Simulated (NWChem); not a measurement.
Program: NWChem. System: Br2Hg, charge 0, spin multiplicity 1, at a geometry optimised with PBE0/def2-SVP with def2 effective core potentials on Hg. The structure started from a generated list of species. Level: TDA-PBE0/def2-SVP with def2 effective core potentials on Hg.

Job file:

```
start mol
memory heap 200 mb stack 900 mb global 1100 mb
geometry units angstroms nocenter noautoz
  Hg     0.000000     0.000000     0.000000
  Br     0.000000     0.000000    -2.413623
  Br     0.000000     0.000000     2.413623
  symmetry group D2h
end
basis spherical
  * library def2-svp
end
ecp
  Hg library def2-ecp
end
dft
  xc pbe0
  semidirect memsize 60000000 filesize 0
  iterations 100
end
tddft
  cis
  nroots 8
  notriplet
  thresh 1e-4
end
task tddft energy
```

Part of the output:

```
             Northwest Computational Chemistry Package (NWChem) 7.3.0
             --------------------------------------------------------

                                NWChem Input Module
                                -------------------

 Scaling coordinates for geometry "geometry" by  1.889725989
 (inverse scale =  0.529177249)

 Turning off AUTOSYM since
 SYMMETRY directive was detected!

                             Geometry "geometry" -> ""
                             -------------------------

 Output coordinates in angstroms (scale by  1.889725989 to convert to a.u.)

  No.       Tag          Charge          X              Y              Z
 ---- ---------------- ---------- -------------- -------------- --------------
    1 Hg                  80.0000     0.00000000     0.00000000     0.00000000
    2 Br                  35.0000     0.00000000     0.00000000    -2.41362300
    3 Br                  35.0000     0.00000000     0.00000000     2.41362300

 Effective nuclear repulsion energy (a.u.)    1362.0659313450

            Nuclear Dipole moment (a.u.)
            ----------------------------
        X                 Y               Z
 ---------------- ---------------- ----------------
     0.0000000000     0.0000000000     0.0000000000

      Symmetry information
      --------------------

 Group name             D2h
 Group number             26
 Group order               8
 No. of unique centers     2

      Symmetry unique atoms

     1    2


 Summary of "ao basis" -> "" (spherical)
 ------------------------------------------------------------------------------
       Tag                 Description            Shells   Functions and Types
 ---------------- ------------------------------  ------  ---------------------
 *                          def2-svp                  on all atoms

                                 NWChem DFT Module
                                 -----------------

 Summary of "ao basis" -> "ao basis" (spherical)
 ------------------------------------------------------------------------------
       Tag                 Description            Shells   Functions and Types
 ---------------- ------------------------------  ------  ---------------------
 Hg                         def2-svp                12       32   6s3p2d1f
 Br                         def2-svp                12       32   5s4p3d

 Summary of "ao basis" -> "ao basis" (spherical)
 ------------------------------------------------------------------------------
       Tag                 Description            Shells   Functions and Types
 ---------------- ------------------------------  ------  ---------------------
 Hg                         def2-svp                12       32   6s3p2d1f
 Br                         def2-svp                12       32   5s4p3d

      Symmetry analysis of basis
      --------------------------

        ag         25
        au          4
        b1g         5
        b1u        20
        b2g         9
        b2u        12
        b3g         9
        b3u        12

            General Information
            -------------------
          SCF calculation type: DFT
          Wavefunction type:  closed shell.
          No. of atoms     :     3
          No. of electrons :    90
           Alpha electrons :    45
            Beta electrons :    45
          Charge           :     0
          Spin multiplicity:     1
          Use of symmetry is: off; symmetry adaption is: on
          Maximum number of iterations: 100
          AO basis - number of functions:    96
                     number of shells:    36
          Convergence on energy requested:  1.00D-06
          Convergence on density requested:  1.00D-05
          Convergence on gradient requested:  5.00D-04

              XC Information
              --------------
                         PBE0 Method XC Functional
                     Hartree-Fock (Exact) Exchange  0.250
          PerdewBurkeErnzerhof Exchange Functional  0.750
            Perdew 1991 LDA Correlation Functional  1.000 local
           PerdewBurkeErnz. Correlation Functional  1.000 non-local

             Grid Information
             ----------------
          Grid used for XC integration:  medium
          Radial quadrature: Mura-Knowles
          Angular quadrature: Lebedev.
          Tag              B.-S. Rad. Rad. Pts. Rad. Cut. Ang. Pts.
          ---              ---------- --------- --------- ---------
          Hg                  1.50      123           8.0       590
          Br                  1.15      112          12.0       590
          Grid pruning is: on
          Number of quadrature shells:   347
          Spatial weights used:  Erf1

          Convergence Information
          -----------------------
          Convergence aids based upon iterative change in
          total energy or number of iterations.
          Levelshifting, if invoked, occurs when the
          HOMO/LUMO gap drops below (HL_TOL):  1.00D-02
          DIIS, if invoked, will attempt to extrapolate
          using up to (NFOCK): 10 stored Fock matrices.

                    Damping( 0%)  Levelshifting(0.5)       DIIS
                  --------------- ------------------- ---------------
          dE  on:    start            ASAP                start
          dE off:    2 iters        100 iters           100 iters

      Screening Tolerance Information
      -------------------------------
          Density screening/tol_rho:  1.00D-10
          AO Gaussian exp screening on grid/accAOfunc:  14
          CD Gaussian exp screening on grid/accCDfunc:  20
[...]
--------------------------------------------------------
  No. Spin  Occ  Vir  Irrep   E(Occ)    E(Vir)   E(Diff)
--------------------------------------------------------
    1    1   45   46 b3g      -0.305    -0.095     5.693
    2    1   44   46 b2g      -0.305    -0.095     5.693
    3    1   43   46 b2u      -0.323    -0.095     6.197
    4    1   42   46 b3u      -0.323    -0.095     6.197
    5    1   41   46 b1u      -0.356    -0.095     7.094
    6    1   45   47 au       -0.305    -0.017     7.818
    7    1   44   47 b1u      -0.305    -0.017     7.818
    8    1   45   48 b1u      -0.305    -0.017     7.818
--------------------------------------------------------

  Entering Davidson iterations
  Restricted singlet excited states

  Iter   NTrls   NConv    DeltaV     DeltaE      Time
  ----  ------  ------  ---------  ---------  ---------
    1      8       0     0.16E+00   0.10+100        7.1
    2     16       0     0.40E-01   0.29E-01        7.1
    3     24       0     0.11E+00   0.76E-01        6.8
    4     32       3     0.86E-02   0.14E-01        6.8
    5     37       6     0.63E-03   0.60E-04        5.7
    6     39       8     0.83E-04   0.23E-06        4.7
  ----  ------  ------  ---------  ---------  ---------
  Convergence criterion met

  Ground state ag      -5300.650060219295 a.u.

  ----------------------------------------------------------------------------
  Root   1 singlet b3g            0.159719309 a.u.                4.3462 eV
  ----------------------------------------------------------------------------
     Transition Moments    X -0.00000   Y -0.00000   Z -0.00000
     Transition Moments   XX -0.00000  XY  0.00000  XZ -0.10481
     Transition Moments   YY -0.00000  YZ  1.14287  ZZ -0.00000
     Dipole Oscillator Strength                    0.0000000000
     Electric Quadrupole                           0.0000000286
     Magnetic Dipole                               0.0000000060
     Total Oscillator Strength                     0.0000000346

          sigma_e =   2.3391 Angstrom
          sigma_h =   2.6407 Angstrom
         |d_h->e| =   0.0000 Angstrom
            d_exc =   3.4566 Angstrom
            d_CD1 =   0.3015 Angstrom
            d_CD2 =  -2.4899 Angstrom
            d_CD3 =   3.4566 Angstrom
     Pearson C.C. =   0.0402

     Occ.   44  b2g ---  Virt.   46  ag      -0.09115
     Occ.   45  b3g ---  Virt.   46  ag       0.99398
  ----------------------------------------------------------------------------
  Root   2 singlet b2g            0.159719309 a.u.                4.3462 eV
  ----------------------------------------------------------------------------
     Transition Moments    X -0.00000   Y -0.00000   Z -0.00000
     Transition Moments   XX -0.00000  XY -0.00000  XZ  1.14287
     Transition Moments   YY -0.00000  YZ  0.10481  ZZ -0.00000
     Dipole Oscillator Strength                    0.0000000000
     Electric Quadrupole                           0.0000000286
     Magnetic Dipole                               0.0000000060
     Total Oscillator Strength                     0.0000000346

          sigma_e =   2.3391 Angstrom
          sigma_h =   2.6407 Angstrom
         |d_h->e| =   0.0000 Angstrom
            d_exc =   3.4566 Angstrom
            d_CD1 =   0.3015 Angstrom
            d_CD2 =  -2.4899 Angstrom
            d_CD3 =   3.4566 Angstrom
     Pearson C.C. =   0.0402

     Occ.   44  b2g ---  Virt.   46  ag       0.99398
     Occ.   45  b3g ---  Virt.   46  ag       0.09115
  ----------------------------------------------------------------------------
  Root   3 singlet b2u            0.178810623 a.u.                4.8657 eV
  ----------------------------------------------------------------------------
     Transition Moments    X  0.08299   Y -0.30623   Z  0.00000
     Transition Moments   XX  0.00000  XY -0.00000  XZ -0.00000
     Transition Moments   YY  0.00000  YZ  0.00000  ZZ  0.00000
     Dipole Oscillator Strength                    0.0120000708
     Electric Quadrupole                           0.0000000000
     Magnetic Dipole                               0.0000000000
     Total Oscillator Strength                     0.0120000708

          sigma_e =   2.3386 Angstrom
          sigma_h =   2.6312 Angstrom
         |d_h->e| =   0.0000 Angstrom
            d_exc =   3.4499 Angstrom
            d_CD1 =   0.2925 Angstrom
            d_CD2 =  -2.4849 Angstrom
            d_CD3 =   3.4499 Angstrom
     Pearson C.C. =   0.0399

     Occ.   42  b3u ---  Virt.   46  ag      -0.26113
     Occ.   43  b2u ---  Virt.   46  ag       0.96362
  ----------------------------------------------------------------------------
  Root   4 singlet b3u            0.178810623 a.u.                4.8657 eV
  ----------------------------------------------------------------------------
     Transition Moments    X -0.30623   Y -0.08299   Z  0.00000
     Transition Moments   XX  0.00000  XY  0.00000  XZ  0.00000
     Transition Moments   YY  0.00000  YZ  0.00000  ZZ  0.00000
     Dipole Oscillator Strength                    0.0120000708
     Electric Quadrupole                           0.0000000000
     Magnetic Dipole                               0.0000000000
     Total Oscillator Strength                     0.0120000708

          sigma_e =   2.3386 Angstrom
          sigma_h =   2.6312 Angstrom
         |d_h->e| =   0.0000 Angstrom
            d_exc =   3.4499 Angstrom
            d_CD1 =   0.2925 Angstrom
            d_CD2 =  -2.4849 Angstrom
            d_CD3 =   3.4499 Angstrom
     Pearson C.C. =   0.0399

     Occ.   42  b3u ---  Virt.   46  ag       0.96362
     Occ.   43  b2u ---  Virt.   46  ag       0.26113
  ----------------------------------------------------------------------------
  Root   5 singlet b1u            0.231939454 a.u.                6.3114 eV
  ----------------------------------------------------------------------------
     Transition Moments    X -0.00000   Y  0.00000   Z -0.81959
     Transition Moments   XX -0.00000  XY  0.00000  XZ  0.00000
     Transition Moments   YY -0.00000  YZ -0.00000  ZZ  0.00000
     Dipole Oscillator Strength                    0.1038673189
     Electric Quadrupole                           0.0000000000
     Magnetic Dipole                               0.0000000000
     Total Oscillator Strength                     0.1038673189

          sigma_e =   2.3065 Angstrom
          sigma_h =   2.6498 Angstrom
         |d_h->e| =   0.0000 Angstrom
            d_exc =   3.4597 Angstrom
            d_CD1 =   0.3433 Angstrom
            d_CD2 =  -2.4781 Angstrom
            d_CD3 =   3.4597 Angstrom
     Pearson C.C. =   0.0304

     Occ.   41  b1u ---  Virt.   46  ag       0.64170
     Occ.   44  b2g ---  Virt.   47  b3u     -0.54140
     Occ.   45  b3g ---  Virt.   48  b2u     -0.54140
  ----------------------------------------------------------------------------
  Root   6 singlet au             0.241208855 a.u.                6.5636 eV
  ----------------------------------------------------------------------------
     Transition Moments    X -0.00000   Y  0.00000   Z  0.00000
     Transition Moments   XX -0.00000  XY  0.00000  XZ -0.00000
     Transition Moments   YY -0.00000  YZ -0.00000  ZZ  0.00001
     Dipole Oscillator Strength                    0.0000000000
     Electric Quadrupole                           0.0000000000
     Magnetic Dipole                               0.0000000000
     Total Oscillator Strength                     0.0000000000

          sigma_e =   2.2699 Angstrom
          sigma_h =   2.6395 Angstrom
         |d_h->e| =   0.0000 Angstrom
            d_exc =   3.4522 Angstrom
            d_CD1 =   0.3695 Angstrom
            d_CD2 =  -2.4547 Angstrom
            d_CD3 =   3.4522 Angstrom
     Pearson C.C. =   0.0168

     Occ.   44  b2g ---  Virt.   48  b2u     -0.70671
     Occ.   45  b3g ---  Virt.   47  b3u      0.70671
  ----------------------------------------------------------------------------
  Root   7 singlet au             0.242061586 a.u.                6.5868 eV
  ----------------------------------------------------------------------------
     Transition Moments    X  0.00000   Y -0.00000   Z  0.00000
     Transition Moments   XX -0.00000  XY  0.00000  XZ -0.00000
     Transition Moments   YY -0.00000  YZ  0.00000  ZZ  0.00001
     Dipole Oscillator Strength                    0.0000000000
     Electric Quadrupole                           0.0000000000
     Magnetic Dipole                               0.0000000000
     Total Oscillator Strength                     0.0000000000

          sigma_e =   2.2700 Angstrom
          sigma_h =   2.6388 Angstrom
         |d_h->e| =   0.0000 Angstrom
            d_exc =   3.4536 Angstrom
            d_CD1 =   0.3688 Angstrom
            d_CD2 =  -2.4544 Angstrom
            d_CD3 =   3.4536 Angstrom
     Pearson C.C. =   0.0157

     Occ.   44  b2g ---  Virt.   48  b2u     -0.70672
     Occ.   45  b3g ---  Virt.   47  b3u     -0.70671
  ----------------------------------------------------------------------------
  Root   8 singlet b1u            0.242061599 a.u.                6.5868 eV
  ----------------------------------------------------------------------------
     Transition Moments    X  0.00000   Y  0.00000   Z -0.00000
     Transition Moments   XX  0.00000  XY  0.00000  XZ  0.00000
     Transition Moments   YY -0.00000  YZ -0.00000  ZZ  0.00000
     Dipole Oscillator Strength                    0.0000000000
     Electric Quadrupole                           0.0000000000
     Magnetic Dipole                               0.0000000000
     Total Oscillator Strength                     0.0000000000

          sigma_e =   2.2700 Angstrom
          sigma_h =   2.6388 Angstrom
         |d_h->e| =   0.0000 Angstrom
            d_exc =   3.4536 Angstrom
            d_CD1 =   0.3688 Angstrom
            d_CD2 =  -2.4544 Angstrom
            d_CD3 =   3.4536 Angstrom
     Pearson C.C. =   0.0157

     Occ.   44  b2g ---  Virt.   47  b3u      0.70672
     Occ.   45  b3g ---  Virt.   48  b2u     -0.70672

              Target root =      1
          Target symmetry = none
      Ground state energy =  -5300.650060219295
        Excitation energy =      0.159719308671
     Excited state energy =  -5300.490340910625

  stored tddft:energy   -5300.4903409106246

 Task  times  cpu:       41.8s     wall:       41.8s

 Total times  cpu:       41.8s     wall:       41.8s
```
